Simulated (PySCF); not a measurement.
# Ionisation energy of Ce³⁷⁺ by level of theory

Ce³⁷⁺ [Ar] 3d3 (4F) → Ce³⁸⁺ [Ar] 3d2 (3F), as a difference of total energies. Computed with PySCF 2.14 in an even-tempered Gaussian basis (16 s from 6.2 bohr⁻², ratio 2.5; 11 p from 8.1 bohr⁻², ratio 2.5; 8 d from 8.1 bohr⁻², ratio 2.5; 4 f from 30 bohr⁻², ratio 2.7; 3 g from 46 bohr⁻², ratio 2.7), with no relativity, point nucleus. Correlated levels: outer shells: [Ne] frozen; virtual orbitals above 40 to 60 times the deepest correlated orbital energy dropped. The calculations carry no spin-orbit coupling.

| method | ionisation energy (eV) |
| --- | --- |
| UHF | 2593.7 |
| LDA | 2593.3 |
| PBE | 2593.3 |
| PBE0 | 2593.8 |
| r2SCAN | 2595.0 |
| M06-L | 2596.1 |
| r2SCANh | 2595.0 |
| MP2 (outer shells) | 2593.6 |
| SCS-MP2 (outer shells) | 2593.2 |

Spin-orbit coupling is strong in these open shells (close to jj coupling). The scalar numbers leave it out and a first-order estimate fails, so it can dominate the gap to the real levels.

All relativistic terms are absent from these numbers, so their closeness to the reference says little about the methods.

For comparison: 2600 ± 4 eV (theoretical estimate listed by NIST; NIST Atomic Spectra Database, ionization energies).
